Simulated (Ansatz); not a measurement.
cyclohexanone (C6H10O), singlet, geometry from GFN2-xTB; Ansatz (a first-principles code) with MP2/6-31G**.

Ansatz was given this input:
Ansatz 0.2 input:
```yaml
crystal:
  periodic: [false, false, false]
  atoms:
    - {symbol: O, position_ang: [2.25319886, 0.38747361, -0.15059007]}
    - {symbol: C, position_ang: [1.11141593, 0.21481818, 0.19248471]}
    - {symbol: C, position_ang: [0.10583456, 1.33600325, 0.31546258]}
    - {symbol: C, position_ang: [-1.14762441, 1.02516163, -0.50667753]}
    - {symbol: C, position_ang: [-1.74025140, -0.31820921, -0.09700492]}
    - {symbol: C, position_ang: [-0.71145930, -1.42655699, -0.28893100]}
    - {symbol: C, position_ang: [0.54707611, -1.14425040, 0.53574342]}
    - {symbol: H, position_ang: [-0.16716421, 1.43383899, 1.36918106]}
    - {symbol: H, position_ang: [0.56339300, 2.27052471, -0.01264100]}
    - {symbol: H, position_ang: [-1.88087258, 1.82167185, -0.36534325]}
    - {symbol: H, position_ang: [-0.88337911, 0.99815491, -1.56614608]}
    - {symbol: H, position_ang: [-2.62673309, -0.52931101, -0.69820774]}
    - {symbol: H, position_ang: [-2.04747157, -0.27979996, 0.95085283]}
    - {symbol: H, position_ang: [-1.13173332, -2.38929918, 0.00864923]}
    - {symbol: H, position_ang: [-0.44034152, -1.49219443, -1.34496861]}
    - {symbol: H, position_ang: [1.30660714, -1.90714075, 0.35839349]}
    - {symbol: H, position_ang: [0.29215540, -1.14803285, 1.59848700]}
basis:
  gaussian:
    orbitals: 6-31G__.json
magnetization: {spin_polarized: false}
correlation: {method: mp2}
```
The basis file holds 6-31G** in the JSON format of the Basis Set Exchange.

The log (banner, timings and long lists left out):

```
Functional definition: HF
1513 factors; integrals over basis functions are off by at most 1.3e-3 eV
mean field evaluation 1: about -8374.2631 eV, gradient 4.3e1 eV
mean field evaluation 2: about -8374.3529 eV, gradient 4.3e1 eV
mean field evaluation 4: about -8378.8146 eV, gradient 5.9e0 eV
mean field evaluation 8: about -8378.9266 eV, gradient 5.1e-1 eV
mean field -8378.92867536 eV, -307.9199493777 hartree, gradient 6.6e-6 eV, S^2 0.000000; 0 other end points of the search recorded, 0 dependent functions left out
7 core orbitals not correlated
reference -8378.92867536 eV, -307.9199493777 hartree; 20, 20 occupied and 128, 128 virtual orbitals, 1513 factors
second order -27.58326889 eV of doubles, -0.00000000 eV of singles
Total energy: -8406.51194425 eV, -308.9336158128 hartree
```
